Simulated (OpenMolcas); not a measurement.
# Tc I: effect of the active space

```json
{
 "Program": "OpenMolcas",
 "Method": "MS-CASPT2 or its RAS form, IPEA 0.25 Eh, imaginary shift 0.1 Eh",
 "Basis": "ANO-RCC-VDZP",
 "Scalar Hamiltonian": "DKH2, point nucleus",
 "Spin-orbit coupling": "RASSI with atomic mean-field integrals over the reference wave functions, term energies averaged over their components"
}
```

A. 5 electrons in 5 orbitals (4d); 2S+1 = 6 even, 1 root; 2S+1 = 4 even, 24 roots; 2S+1 = 2 even, 75 roots (67 in the spin-orbit step); closed shells correlated: 4s 4p 5s; CASPT2 step of the order of 14 core-seconds
B. 7 electrons in 6 orbitals (4d 5s); 2S+1 = 6 even, 6 roots; 2S+1 = 4 even, 64 roots kept (CI in the orbitals of an earlier block); 2S+1 = 2 even, 83 roots kept (CI in the orbitals of an earlier block); closed shells correlated: 4s 4p; CASPT2 step roughly 30 core-seconds
C. 7 electrons in 9 orbitals (RAS2 4d 5s; RAS3 5p, at most 2 electrons); 2S+1 = 6 even, 6 roots; 2S+1 = 4 even, 64 roots kept (CI in the orbitals of an earlier block); 2S+1 = 2 even, 83 roots kept (CI in the orbitals of an earlier block); 2S+1 = 6 odd, 38 roots; 2S+1 = 8 odd, 3 roots kept (CI in the orbitals of an earlier block); 2S+1 = 4 odd, 3 roots kept (CI in the orbitals of an earlier block); closed shells correlated: 4s 4p; CASPT2 step roughly 6 core-minutes

Energies in cm-1 above 4d5 5s2 6S 5/2.

```tsv
Level	A	B	C
4d5 5s2 6S 5/2	0.0	0.0	0.0
4d5 5s2 4G 11/2 [61 %]	20780	28790	21070
4d5 5s2 4P 1/2	22460	28990	28930
```

The spin-orbit steps hold different terms of 4d5 5s2 (B lacks among others 2D, 2F, 2G, 2H, 2S; C lacks 2D, a 2F, 2G, 2H, 2S), which shifts levels as well.

Among A to C the level of the table that moves most is 4d5 5s2 4G 11/2 [61 %], by 8000 cm-1 (lowest in A, highest in B). Moves below CASPT2's spread within the term are not significant.

CASPT2 breaks the degeneracy within a term, and the mean is taken; among the terms shown or strongly mixed into the levels shown the widest spread is 760 cm-1 (4d5 5s2 4G, C). Some high roots are left out of the spin-orbit mixing, which shifts the levels that they would mix with (holds for A). With the s shell closed, the reference lacks s² → p², s² → d² and s → d mixing, so excited terms can stand far too high and out of order, with CASPT2 too (holds for A). Blocks of more than 70 roots (2S+1 = 2 even) ran without multistate coupling (holds for B; C). Terms from blocks run as CI alone lack orbitals of their own (holds for B; C). Configurations are named by rounded mean occupations; where the s occupation lies near a half they are strongly mixed, a name can repeat and a true partner stay unpaired (holds for B; C). Only configurations of the active space appear. Levels that lie high or do not pair safely by name in every column are left out.

A share in square brackets marks a mixed level and gives the weight of the term that names it, the lowest over the columns.
